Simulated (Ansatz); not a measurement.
**Energy profile**

The step: SiH₂Cl₂ ([Cl][SiH2][Cl]) + H₂O + HF → SiH₂Cl₂O ([OH][SiH]([Cl])[Cl]) + HF + H₂; bonds formed: Si1–O7, H2–H8, H6–F9; bonds broken: Si1–H2, H6–O7, H8–F9 (atoms numbered as in the saddle structure below).

Si1  (-0.662, -0.557, -0.379)
H2  (0.963, -0.842, -0.073)
Cl3  (-0.215, -1.199, -2.287)
Cl4  (-1.037, -1.939, 1.108)
H5  (-2.062, -0.124, -0.623)
H6  (0.785, 1.207, 0.577)
O7  (-0.225, 1.098, 0.095)
H8  (1.503, -0.175, 0.403)
F9  (1.887, 0.810, 0.908)
H10  (-0.937, 1.720, 0.270)
(Å)

Electronic energies by CCSD(T) at an estimated basis limit (MP2 extrapolated from triple and quadruple zeta, plus CCSD(T) − MP2 in triple zeta), on PBE0-D4/def2-TZVP structures; SiH5Cl2OF, singlet; no counterpoise correction. Ansatz 0.2.0; basis: def2-TZVPP and def2-QZVPP; cores frozen in the correlated methods. Extrapolation: Hartree–Fock as exp(−7.88 √X), correlation as X^−2.97.

(1) Give the profile in eV, counted from the separated reactants. (Judge from chemistry; the value comes from the calculation.)

The T1 diagnostic stays at or below 0.011.

Results:

(1) By the calculation:
```csv
point,eV
"separated: SiH2Cl2 (linked as [Cl][SiH2][Cl]; Si1, H2, Cl3, Cl4, H5; singlet) + H2O (H6, O7, H10; singlet) + HF (H8, F9; singlet)",0.000
start structure,-0.428
saddle,0.933
end structure,-1.239
"separated: SiH2Cl2O (linked as [OH][SiH]([Cl])[Cl]; Si1, Cl3, Cl4, H5, O7, H10; singlet) + H2 (H2, H8; singlet) + HF (H6, F9; singlet)",-0.929
```

For scale, one of the runs: CCSD(T)/def2-TZVPP, 258 basis functions, launched by `ansatz run in.yaml --threads 8 --pin off --events-out ev --progress --plain --max-ram 19148MiB`. The run took 82 s on 8 CPU threads of an Intel Xeon Platinum 8259CL (shared host), with 5.8 GiB of host memory at its peak.
